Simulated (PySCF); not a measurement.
HCl2Ga, singlet, at a GFN2-xTB geometry (such geometries of metal compounds can be far from the true shape); M062X/cc-pVDZ (PySCF).

The PySCF input:
```python
from pyscf import gto, scf, dft, solvent

mol = gto.M(
    atom='''
Ga   -0.330807   -0.381777    0.118135
H    -1.321233   -1.524808    0.471828
Cl    1.577912   -0.347839    0.949555
Cl   -0.896957    1.133716   -1.192733
''',
    basis='cc-pvdz',
    charge=0,
    spin=0,
    verbose=3,
)

mf = dft.RKS(mol)
mf.xc = 'm062x'
mf.kernel()
mf.analyze()
```

Q: Write the output that PySCF gives for this input, abridged.

A: 
```
converged SCF energy = -2845.8966047567
**** MO energy ****
MO #1   energy= -374.850722059304  occ= 2
MO #2   energy= -102.658598083865  occ= 2
MO #3   energy= -102.658590040564  occ= 2
MO #4   energy= -46.7290103322526  occ= 2
MO #5   energy= -41.4869443656226  occ= 2
MO #6   energy= -41.4841844383642  occ= 2
MO #7   energy= -41.483802195221   occ= 2
MO #8   energy= -9.80623086826497  occ= 2
MO #9   energy= -9.80621094397032  occ= 2
MO #10  energy= -7.52559068486224  occ= 2
MO #11  energy= -7.52558725905401  occ= 2
MO #12  energy= -7.52210649131013  occ= 2
MO #13  energy= -7.52210587643185  occ= 2
MO #14  energy= -7.52127342935036  occ= 2
MO #15  energy= -7.52126228504075  occ= 2
MO #16  energy= -5.84664505781181  occ= 2
MO #17  energy= -4.12083898498056  occ= 2
MO #18  energy= -4.11604003604673  occ= 2
MO #19  energy= -4.11296473345199  occ= 2
MO #20  energy= -1.0845872863875   occ= 2
MO #21  energy= -1.08019394826365  occ= 2
MO #22  energy= -1.07816543162749  occ= 2
MO #23  energy= -1.07416393541371  occ= 2
MO #24  energy= -1.07412236051854  occ= 2
MO #25  energy= -0.9221444443495   occ= 2
MO #26  energy= -0.905460268674226 occ= 2
MO #27  energy= -0.539828424048039 occ= 2
MO #28  energy= -0.446203795764442 occ= 2
MO #29  energy= -0.438373159784994 occ= 2
MO #30  energy= -0.414267523049011 occ= 2
MO #31  energy= -0.393449337465022 occ= 2
MO #32  energy= -0.38677197624396  occ= 2
MO #33  energy= -0.378676894590455 occ= 2
MO #34  energy= -0.0349054342187738 occ= 0
MO #35  energy= 0.0121852990625531 occ= 0
MO #36  energy= 0.0721646085004632 occ= 0
MO #37  energy= 0.135064274173644  occ= 0
MO #38  energy= 0.17140807611195   occ= 0
MO #39  energy= 0.23036301546864   occ= 0
MO #40  energy= 0.231447170952348  occ= 0
MO #41  energy= 0.264009328995591  occ= 0
 ** Mulliken atomic charges  **
charge of    0Ga =      0.62513
charge of    1H =     -0.08503
charge of    2Cl =     -0.27006
charge of    3Cl =     -0.27005
Dipole moment(X, Y, Z, Debye): -0.85840, -0.99042,  0.30615
```
